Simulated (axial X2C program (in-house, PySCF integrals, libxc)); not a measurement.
Outer orbitals of SbTe at 2.543 Å, M06

Calculated with an axial X2C code built on PySCF integrals. Spin-free means the one-electron spin-free X2C Hamiltonian; two-component (2c) means X2C with spin–orbit coupling and atomic mean-field two-electron Coulomb and Gaunt terms, so the difference of the two also holds small scalar two-electron terms. Basis: Te dyall-cv3z [11s12p8d4f1g], Sb dyall-cv3z [11s12p8d4f1g] (cores contracted in-house); Gaussian nuclei, density fitting, unrestricted open shells. Masses: Te 129.906 u, Sb 120.904 u.

The distance is close to the 2c PBE0 minimum; the highest filled and lowest empty levels are listed.

Spin-free orbitals, state M_S = 1/2, Λ = 1 (beyond evenly filled blocks: π+α) (Löwdin shares):

```
symmetry  occupied  ε (eV)              atomic character
      σα       yes  -17.37   62% Te s, 24% Sb s, 8% Sb p
      σβ       yes  -17.12   59% Te s, 25% Sb s, 8% Sb p
      σα       yes  -13.52  56% Sb s, 21% Te s, 14% Te p
      σβ       yes  -13.12  55% Sb s, 23% Te s, 14% Te p
      σα       yes   -7.83   47% Te p, 41% Sb p, 7% Sb s
      σβ       yes   -7.62   46% Te p, 40% Sb p, 8% Sb s
     π+α       yes   -7.38            63% Te p, 34% Sb p
     π-α       yes   -7.03   67% Te p, 29% Sb p, 3% Sb d
     π-β       yes   -6.75   61% Te p, 35% Sb p, 2% Sb d
     π+β       yes   -6.75   61% Te p, 35% Sb p, 2% Sb d
     π+α       yes   -5.03   61% Sb p, 32% Te p, 4% Te d
     π-α        no   -3.33   66% Sb p, 27% Te p, 4% Te d
     π-β        no   -3.12   60% Sb p, 33% Te p, 4% Te d
     π+β        no   -3.12   60% Sb p, 33% Te p, 4% Te d
      σα        no   -0.68  40% Sb p, 24% Te p, 15% Sb d
```

Spinors with spin–orbit coupling (state Ω = 1/2):

| ω | occupied | ε (eV) | atomic character | λ mixture |
| --- | --- | --- | --- | --- |
| -1/2 | yes | -17.32 | 62% Te s, 24% Sb s, 8% Sb p | 100% σ |
| 1/2 | yes | -17.09 | 60% Te s, 25% Sb s, 8% Sb p | 100% σ |
| -1/2 | yes | -13.46 | 56% Sb s, 21% Te s, 14% Te p | 100% σ |
| 1/2 | yes | -13.07 | 55% Sb s, 23% Te s, 14% Te p | 100% σ |
| -1/2 | yes | -7.85 | 48% Te p, 39% Sb p, 7% Sb s | 97% σ, 3% π |
| 1/2 | yes | -7.72 | 59% Te p, 30% Sb p, 6% Sb s | 62% σ, 38% π |
| 1/2 | yes | -7.49 | 50% Te p, 43% Sb p, 3% Sb s | 64% π, 36% σ |
| -1/2 | yes | -6.96 | 60% Te p, 36% Sb p, 2% Sb d | 98% π, 2% σ |
| -3/2 | yes | -6.77 | 66% Te p, 30% Sb p, 3% Sb d | 100% π |
| 3/2 | yes | -6.51 | 60% Te p, 36% Sb p, 2% Sb d | 100% π |
| 1/2 | yes | -5.17 | 62% Sb p, 32% Te p, 3% Te d | 98% π, 2% σ |
| -1/2 | no | -3.25 | 61% Sb p, 32% Te p, 4% Te d | 98% π, 2% σ |
| -3/2 | no | -3.09 | 64% Sb p, 28% Te p, 4% Te d | 100% π |
| 3/2 | no | -2.88 | 59% Sb p, 33% Te p, 4% Te d | 100% π |
| -1/2 | no | -0.65 | 40% Sb p, 24% Te p, 15% Sb d | 100% σ |

**Question.** How does the gap between the highest filled and lowest empty level change from the spin-free to the 2c table?

**Answer.** From 1.70 to 1.92 eV at M06, a change of 0.22 eV.

Mulliken charges and populations of the two-component result (they depend on the basis, above all on diffuse functions):

Te -0.12 e (s 9.97 p 22.06 d 20.07 f 0.01), Sb 0.12 e (s 9.91 p 20.87 d 20.09 f 0.02). ⟨Lz⟩ = 0.99 ħ and ⟨Sz⟩ = -0.49 ħ (-0.18 and -0.30 on the two atoms), which add up to Ω.

One determinant describes the state; a PBE0 search over occupations chose it and may have missed a lower one. Density functionals use the spin component along the axis (collinear). The functionals have no current-density term, which raises determinants with orbital currents, atoms included. The determinant is spin-polarised beyond a pure state at some levels (its spin-free form has ⟨S²⟩ too high), which makes Re and μ there less reliable.
